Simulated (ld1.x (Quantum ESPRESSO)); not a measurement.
# Transferability test, TM semilocal potential for Ag (Z = 47)

* Element: Ag
* Generator: ld1.x (Quantum ESPRESSO) 7.5
* Type: norm-conserving Troullier–Martins (semilocal form)
* Functional: PBE
* Relativity: scalar-relativistic
* Frozen core: [Ar] 3d10 4s2
* Valence charge: 17
* Reference configuration: 4p6 4d10 5s0 5p1
* Partial waves: 5s (bound, empty): rc 2.70 bohr; 4d (bound): rc 1.10 bohr; 4p (bound): rc 1.30 bohr
* Local potential: the p channel
* Core correction: none

Occupied shells without a wave of their own: 5p. They enter only through the test configuration that unscreens the potential.

Energies are relative to the spin-unpolarised reference configuration 4p6 4d10 5s0 5p1; without spin polarisation the order of configurations can differ from experiment.

Problem. Give the all-electron excitation energy and the error of the potential for: 4p6 4d10 5s1 5p0; 4p6 4d10 5s0 5p0; 4p6 4d9 5s0 5p0; 4p6 4d9 5s1 5p1; 4p6 4d10 5s0.5 5p0; 4p5 4d10 5s1 5p0; 4p6 4d7 5s0 5p0.

Solution.

```
valence configuration  charge  ΔE all-electron (eV)  error AE − PS (meV)
     4p6 4d10 5s1 5p0       0                -3.866                  -31
     4p6 4d10 5s0 5p0      +1                 3.891                  -72
      4p6 4d9 5s0 5p0      +2                26.005                 -147
      4p6 4d9 5s1 5p1       0                 4.706                  -10
   4p6 4d10 5s0.5 5p0    +0.5                -0.849                  -49
     4p5 4d10 5s1 5p0      +1                61.379                 -198
      4p6 4d7 5s0 5p0      +4               113.914                 -339
```

ld1.x printed “convergence not achieved” for 4 of the counted tests; their residual had stalled under 1e-8, short of the target of 1e-14. The 5p level has no wave, so the channel is fitted at the deeper level alone: the likely source of the large errors.
